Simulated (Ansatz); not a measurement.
`[CH3][AlH][CH2]CCl`, relaxed with RKS PBE0-D4/def2-TZVP in Ansatz from a PBE-D4/def2-SVP geometry. The force threshold is 0.005 eV/Å; the program also tests the step.

Total charge 0; spin multiplicity 1.

Start:

```xyz
13

C     0.574    1.431   -1.547
Al   -0.879    0.961   -0.308
C    -0.756   -0.594    0.921
C     0.526   -1.394    0.864
Cl    0.539   -2.814    2.019
H     1.214    2.221   -1.093
H     1.242    0.578   -1.786
H     0.194    1.853   -2.501
H    -2.212    1.852   -0.227
H    -1.630   -1.252    0.707
H    -0.934   -0.220    1.955
H     0.708   -1.833   -0.138
H     1.414   -0.790    1.135
```

Question: How much energy does the relaxation release, and in how many steps? (Best estimate.)

Answer: Computed: 0.05 eV, in 9 steps, 1 of them rejected.

Question: Which bonds change most? (Estimate.)

Answer: Ansatz gave: C4–Cl5 from 1.830 to 1.806 Å; C4–H12 from 1.108 to 1.090 Å; C4–H13 from 1.108 to 1.090 Å; C3–H10 from 1.115 to 1.097 Å.

Question: Give the relaxed structure. (Estimate.)

Answer: The calculation gave: 
```xyz
13

C     0.583    1.424   -1.514
Al   -0.879    0.947   -0.312
C    -0.756   -0.587    0.921
C     0.511   -1.388    0.832
Cl    0.562   -2.765    2.000
H     1.186    2.223   -1.066
H     1.261    0.592   -1.721
H     0.217    1.813   -2.468
H    -2.213    1.812   -0.267
H    -1.627   -1.230    0.744
H    -0.890   -0.200    1.939
H     0.647   -1.845   -0.148
H     1.397   -0.794    1.057
```
